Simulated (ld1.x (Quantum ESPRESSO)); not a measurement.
**What the settings do to the TM potential of sulfur**

Base potential:

```
Element                 : sulfur (S)
Generator               : ld1.x (Quantum ESPRESSO) 7.5
Type                    : norm-conserving Troullier–Martins (Kleinman–Bylander form)
Functional              : PBE
Relativity              : scalar-relativistic
Frozen core             : [Ne]
Valence charge          : 6
Reference configuration : 3s2 3p3 (charge +1)
Partial waves           : 3s (bound): rc 1.15 bohr; 3p (bound): rc 1.40 bohr; 3d channel at 0.4 Ry: rc 1.35 bohr
Local potential         : all-electron potential smoothed inside 0.95 bohr (lloc = -2)
Core correction         : Bessel-smoothed model core, default radius (core density twice the valence density)
```

Cutoffs, loose and tight: the cutoffs (Ry, on a coarse ladder) from which the occupation-weighted sum of valence levels, in a spherical-Bessel basis at the reference potential, stays within 10 and 1 mRy of its value at 400 Ry. They do not see the model core or the augmentation charge, which bear on the density cutoff. Test errors are all-electron minus pseudo excitation energies from the reference, over the configurations 3s2 3p4; 3s2 3p2; 3s2 3p1; 3s2 3p4.3; 3s0 3p6; 3s2 3p3.5; 3s1 3p4. A dash means not determined; rows that change the core or the reference have their own tests.

A true bound ghost makes a file unfit for plane-wave use even where its test errors are small: the radial tests pick states by their node count and pass the ghost by.

| change | outcome | cutoff, loose | cutoff, tight | bound ghosts | largest test error (meV) |
| --- | --- | --- | --- | --- | --- |
| base | generated | 55 Ry | 120 Ry | none | +75 |
| wave 3p (bound): rc 1.40 bohr becomes 3p (bound): rc 0.94 bohr | generated | 260 Ry | over 300 Ry | p | +63 |
| wave 3p (bound): rc 1.40 bohr becomes 3p (bound): rc 1.36 bohr | generated | 55 Ry | 120 Ry | none | +74 |
| wave 3p (bound): rc 1.40 bohr becomes 3p (bound): rc 1.48 bohr | generated | 55 Ry | 120 Ry | none | +76 |
| wave 3p (bound): rc 1.40 bohr becomes 3p (bound): rc 1.68 bohr | generated | 55 Ry | 120 Ry | none | +76 |
| wave 3p (bound): rc 1.40 bohr becomes 3p (bound): rc 1.78 bohr | generated | 55 Ry | 120 Ry | none | +74 |
| wave 3p (bound): rc 1.40 bohr becomes 3p (bound): rc 1.98 bohr | generated | 55 Ry | 120 Ry | none | +69 |
| wave 3p (bound): rc 1.40 bohr becomes 3p (bound): rc 2.12 bohr | generated | 55 Ry | 120 Ry | none | +62 |

Task: What comes out with this change to the base: wave 3p (bound): rc 1.40 bohr becomes 3p (bound): rc 1.24 bohr?

Result: outcome: generated; cutoff, loose: 60 Ry; cutoff, tight: 140 Ry; bound ghosts: none; largest test error (meV): +72.

Task: What comes out with this change to the base: wave 3p (bound): rc 1.40 bohr becomes 3p (bound): rc 1.06 bohr?

Result: outcome: generated; cutoff, loose: 110 Ry; cutoff, tight: 180 Ry; bound ghosts: none; largest test error (meV): +71.

Reading the sweep of the p radius (base included, trends over the rows without a ghost): The loose cutoff falls from 110 Ry at 1.06 to 55 Ry at 2.12 bohr. A larger radius leaves more room for a smooth pseudo-wave, so fewer plane waves are needed; a smaller one forces it to follow the all-electron wave where it bends sharply. The median size of the test errors (rows with all tests solved) stays near 7.7 meV. Bound ghosts are found at 0.94 bohr.
